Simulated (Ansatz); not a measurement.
Stepwise reaction of `[O]=[Nb]([OH])([F])[F]` with hydrogen chloride, as a gas-phase model of exchange steps in deposition or etching. ΔE in kJ/mol; ΔG adds harmonic PBE0-D4 terms to CCSD(T)/CBS, at 1 bar.

Computed with Ansatz on PBE0-D4/def2-TZVP structures; ΔE is electronic, products minus reactants. CCSD(T)/CBS adds triple-zeta CCSD(T) − MP2 to the extrapolated MP2 energy (def2 sets, frozen cores). This one scheme is used for every species. DFT in def2-TZVPP. B3LYP here is the variant with VWN-RPA as its local correlation; programs differ in this. Elements past krypton have def2 core potentials. For Nb outer-core shells are correlated without core-valence functions, which leaves a few kJ/mol of doubt a bond. One conformer a species, not always the lowest.

```csv
step,reaction,PBE-D4,B3LYP-D4,ωB97M-V,CCSD(T)/CBS,ΔG(400 K)
1,`[O]=[Nb]([OH])([F])[F]` + HCl → `[O]=[Nb]([OH])([F])[Cl]` + H–F,10.8,11.8,13.7,1.5,7.6
```

(1) Give the row of step 2, `[O]=[Nb]([OH])([F])[Cl]` + HCl → `[O]=[Nb]([OH])([Cl])[Cl]` + H–F. (Best estimate.)

(2) By hand: ΔE of the 2 steps together at CCSD(T)/CBS.

## Answers

(1) The calculation gave: 
```tsv
step	reaction	PBE-D4	B3LYP-D4	ωB97M-V	CCSD(T)/CBS	ΔG(400 K)
2	`[O]=[Nb]([OH])([F])[Cl]` + HCl → `[O]=[Nb]([OH])([Cl])[Cl]` + H–F	9.9	10.6	13.2	0.0	6.1
```

(2) (1.5) + (0.0) = 1.5 kJ/mol, or 0.8 kJ/mol a step.

In ΔE the steps differ by no more than 1.5 kJ/mol. ΔG lies between 6.1 and 7.6 kJ/mol a step. PBE-D4 differs from CCSD(T)/CBS by 9.3 to 9.9 kJ/mol a step. Isolated molecules leave out the surface, adducts and barriers. Largest T1 diagnostic: 0.022.
